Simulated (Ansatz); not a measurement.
Two isomers of BFH4O2Si: A = `B[Si](O)(O)F`, B = `OB[SiH](O)F`.

Gas-phase electronic energies from Ansatz, PBE0-D4/def2-TZVP geometries. CCSD(T)/CBS adds triple-zeta CCSD(T) − MP2 to the extrapolated MP2 energy (def2 sets, frozen cores). Functionals use def2-TZVPP. Each species was taken in one conformer, which may not be the lowest.

A:

```xyz
9

B     0.994    0.557   -1.172
Si   -0.371   -0.128    0.126
O    -0.086    0.235    1.698
O    -0.497   -1.747    0.043
F    -1.756    0.568   -0.288
H     1.406   -0.103   -2.077
H     1.414    1.672   -1.067
H    -0.171    1.149    1.972
H    -0.933   -2.203    0.766
```

B:

Z-matrix (Å, degrees):
```
Si
B 1 2.025
F 1 1.607 2 108.8
O 1 1.640 2 106.5 3 118.3
H 1 1.489 2 116.9 3 -118.3
O 2 1.350 1 118.0 3 119.0
H 2 1.204 1 122.3 3 -61.1
H 4 0.958 1 118.6 2 169.0
H 6 0.962 2 113.8 1 179.8
```

Task: Which isomer does CCSD(T)/CBS put lower? Give the gap. (Estimate.)

Result: Ansatz gave: B, by 20.2 kJ/mol.

Task: Give E(B) − E(A) in kJ/mol with MP2/def2-TZVPP, LDA (SPW92), PBE0-D4, r2SCAN-D4, B2PLYP, BLYP-D4, CCSD/def2-TZVPP. (Best estimate.)

Result: Computed: MP2/def2-TZVPP -20.8, LDA (SPW92) -39.0, PBE0-D4 -27.9, r2SCAN-D4 -22.3, B2PLYP -24.7, BLYP-D4 -30.6, CCSD/def2-TZVPP -19.1. None reverses the order clearly.

Task: Does the order hold for the free energy at 298.15 K (harmonic terms from PBE0-D4)? (Estimate.)

Result: The calculation gave: Yes: G(B) − G(A) = -14.7 kJ/mol, for one conformer each. Modes under 60 cm⁻¹, often nearly free rotors, make the harmonic entropy too high.

Largest T1 diagnostic: 0.013.

From PBE to PBE0 (25 % exact exchange), in def2-TZVPP and without D4, E(B) − E(A) moves by +7.5 kJ/mol. Leaving LDA and LC-ωPBE aside and taking each functional with its dispersion term where it has one, the values, not all of them listed here, spread over 17.4 kJ/mol, from PBE-D4 to BHLYP-D4.
